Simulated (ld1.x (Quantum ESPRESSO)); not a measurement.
## Varying the ultrasoft potential for germanium

Base potential:

```json
{"Element": "Ge", "Generator": "ld1.x (Quantum ESPRESSO) 7.5", "Type": "ultrasoft", "Functional": "LDA (PZ)", "Relativity": "scalar-relativistic", "Frozen core": "[Ne]", "Valence charge": "22", "Reference configuration": "3s2 3p6 3d10 4s2 4p1 (charge +1)", "Partial waves": "3s (bound): rcut 0.95, rcutus 1.15 bohr; 4s (bound): rcut 0.95, rcutus 1.15 bohr; 3p (bound): rcut 0.90, rcutus 0.95 bohr; 4p (bound): rcut 0.90, rcutus 0.95 bohr; 3d (bound): rcut 0.85, rcutus 1.15 bohr; 3d channel at -0.9 Ry: rcut 0.85, rcutus 1.15 bohr", "Local potential": "all-electron potential smoothed inside 0.75 bohr (lloc = -1)", "Core correction": "none", "Augmentation charge": "built from norm-conserving waves at rcut, not smoothed further"}
```

All-electron outer shells of the reference configuration (LDA (PZ), scalar-relativistic, ld1.x):

```
shell  level (eV)  outermost node (bohr)  outermost maximum (bohr)
   2p    -1207.16                      –                      0.14
   3s     -176.82                   0.26                      0.54
   3p     -124.46                   0.23                      0.54
   3d      -38.61                      –                      0.50
   4s      -20.15                   0.77                      1.71
   4p      -11.48                   0.82                      2.08
```

Cutoffs, loose and tight: the cutoffs (Ry, on a coarse ladder) from which the occupation-weighted sum of valence levels, in a spherical-Bessel basis at the reference potential, stays within 10 and 1 mRy of its value at 400 Ry. They do not see the model core or the augmentation charge, which bear on the density cutoff. Test errors are all-electron minus pseudo excitation energies from the reference, over the configurations 3s2 3p6 3d10 4s2 4p2; 3s2 3p6 3d10 4s2 4p0; 3s2 3p6 3d10 4s1 4p0; 3s2 3p5 3d10 4s2 4p2; 3s2 3p6 3d10 4s2 4p2.3; 3s2 3p6 3d10 4s1 4p2; 3s2 3p6 3d10 4s0 4p4 (two spin-polarised tests are not counted in the largest error). A dash means not determined; rows that change the core or the reference have their own tests. The largest error is taken over the tests solved by every variant that gives reliable tests at all: 3s2 3p5 3d10 4s2 4p2; 3s2 3p6 3d10 4s0 4p4; 3s2 3p6 3d10 4s1 4p0; 3s2 3p6 3d10 4s2 4p0; 3s2 3p6 3d10 4s2 4p2; 3s2 3p6 3d10 4s2 4p2.3.

Cutoffs are not given where the Bessel-basis levels miss the radial ones by over 6 mRy, ghosts where they miss by over 20 mRy; a channel whose overlap is not positive is not tested.

A file whose overlap is not positive is unfit for use, and its test errors describe a broken file.

| change | outcome | bound ghosts | largest test error (meV) |
| --- | --- | --- | --- |
| base | generated, overlap not positive | not determined (overlap not positive) | -5443 |
| wave 3d channel at -0.9 Ry: rcut 0.85, rcutus 1.15 bohr becomes 3d channel at -2.7 Ry: rcut 0.85, rcutus 1.15 bohr | generated, overlap not positive | not determined (overlap not positive) | -5417 |
| wave 3d channel at -0.9 Ry: rcut 0.85, rcutus 1.15 bohr becomes 3d channel at -2.65 Ry: rcut 0.85, rcutus 1.15 bohr | generated, overlap not positive | not determined (overlap not positive) | -5423 |
| wave 3d channel at -0.9 Ry: rcut 0.85, rcutus 1.15 bohr becomes 3d channel at -2.53 Ry: rcut 0.85, rcutus 1.15 bohr | generated, overlap not positive | not determined (overlap not positive) | -5430 |
| wave 3d channel at -0.9 Ry: rcut 0.85, rcutus 1.15 bohr becomes 3d channel at -2.42 Ry: rcut 0.85, rcutus 1.15 bohr | generated, overlap not positive | not determined (overlap not positive) | -5433 |
| wave 3d channel at -0.9 Ry: rcut 0.85, rcutus 1.15 bohr becomes 3d channel at -2.05 Ry: rcut 0.85, rcutus 1.15 bohr | generated, overlap not positive | not determined (overlap not positive) | -5437 |
| wave 3d channel at -0.9 Ry: rcut 0.85, rcutus 1.15 bohr becomes 3d channel at -1.75 Ry: rcut 0.85, rcutus 1.15 bohr | generated, overlap not positive | not determined (overlap not positive) | -5439 |
| wave 3d channel at -0.9 Ry: rcut 0.85, rcutus 1.15 bohr becomes 3d channel at -1.11 Ry: rcut 0.85, rcutus 1.15 bohr | generated, overlap not positive | not determined (overlap not positive) | -5443 |
| wave 3d channel at -0.9 Ry: rcut 0.85, rcutus 1.15 bohr becomes 3d channel at -0.44 Ry: rcut 0.85, rcutus 1.15 bohr | generated, overlap not positive | not determined (overlap not positive) | -5442 |
| wave 3d channel at -0.9 Ry: rcut 0.85, rcutus 1.15 bohr becomes 3d channel at 0.98 Ry: rcut 0.85, rcutus 1.15 bohr | generated, overlap not positive | not determined (overlap not positive) | -5425 |
| wave 3d channel at -0.9 Ry: rcut 0.85, rcutus 1.15 bohr becomes 3d channel at 4 Ry: rcut 0.85, rcutus 1.15 bohr | generated, overlap not positive | not determined (overlap not positive) | -6231 |
